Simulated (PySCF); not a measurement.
Start geometry of `c1cc(ccc1C(F)F)B(O)O` from GFN2-xTB (Å):
```
atom  x, y, z in Å
O1     3.397   -0.744   -0.426
B2     2.619    0.002    0.396
O3     3.103    0.755    1.413
C4     1.058   -0.008    0.153
C5     0.497   -0.762   -0.877
C6    -0.868   -0.773   -1.098
C7    -1.704   -0.023   -0.283
C8    -3.190   -0.017   -0.508
F9    -3.863   -0.401    0.611
F10   -3.643    1.234   -0.792
C11   -1.165    0.734    0.751
C12    0.200    0.737    0.962
H13    4.342   -0.732   -0.270
H14    4.051    0.758    1.550
H15    1.151   -1.345   -1.506
H16   -1.285   -1.364   -1.901
H17   -3.508   -0.678   -1.330
H18   -1.823    1.312    1.384
H19    0.622    1.322    1.764
```

Q: What comes out of this run: PBE0-D3(BJ)/def2-SVP geometry optimisation, gas phase in PySCF?

A: 
```
atom  x, y, z in Å
O1     3.3766   -0.8706   -0.2769
B2     2.5907   -0.0757    0.5051
O3     3.0581    0.6948    1.5295
C4     1.0536   -0.0453    0.2046
C5     0.5127   -0.7946   -0.8487
C6    -0.8534   -0.7648   -1.1188
C7    -1.7033    0.0171   -0.3373
C8    -3.1685    0.0865   -0.6495
F9    -3.9064   -0.0237    0.4796
F10   -3.4806    1.2829   -1.2049
C11   -1.1814    0.7660    0.7217
C12    0.1827    0.7327    0.9843
H13    4.3147   -0.8661   -0.0687
H14    4.0052    0.6501    1.6858
H15    1.1766   -1.4088   -1.4620
H16   -1.2628   -1.3542   -1.9445
H17   -3.4848   -0.7078   -1.3484
H18   -1.8529    1.3680    1.3380
H19    0.5921    1.3183    1.8112
```

The energy falls by 0.042 eV over 7 energy and gradient evaluations, the largest force component goes from 0.0113 to 1.5e-04 Eh/bohr, and the atoms move by 0.091 Å rms after alignment. Among the bonds, B2–C4, C5–H15, C6–H16 and C12–H19 change most and about equally (-0.013 to +0.014 Å). Bonds longer at the end by more than 0.005 Å: 12 of 19; shorter: 3. Among the dihedrals that turn most is C6–C7–C8–F10, from -119° to -106°. Rotational constants go from 2680, 409.7, 379.1 to 2648, 411.8, 379.2 MHz. The orientation of the end geometry is arbitrary; only internal coordinates are fixed.

The run used 203 basis functions and 49 SCF cycles in all. Time: 2.4 min of wall time. Hardware: one thread of an Arm Neoverse V2, shared host.

Stationary, but not proved a minimum. One conformer, not necessarily the lowest.
